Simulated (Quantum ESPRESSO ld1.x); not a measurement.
The numbers below are computed, except where a source is named.
Coherent X-ray form factor from a spherical all-electron density. Level of theory: non-relativistic Kohn-Sham, LDA (Slater exchange, Perdew-Zunger correlation), spin-polarised, spherical densities, point nucleus (ld1.x of Quantum ESPRESSO 7.5).

sin(theta)/lambda (1/angstrom),f0 (electrons)
0.05,22.240
0.1,20.516
0.15,18.651
0.2,16.951
0.25,15.404
0.3,13.978
0.4,11.517
0.5,9.660
0.6,8.369
0.8,6.866
1,5.929
1.25,4.885
1.5,3.910
2,2.476

The species is in the configuration that NIST lists as its ground one. Which atom or ion scatters so?

Answer. Neutral vanadium, [Ar] 3d3 4s2. Extrapolating in s^2 from the first two rows gives f0(0) = 22.8, near the electron count 23; among species with that count, the fall with angle is slower the higher Z, and the table is that of Z = 23; from so few rows the species is fixed only to a neighbour or two.
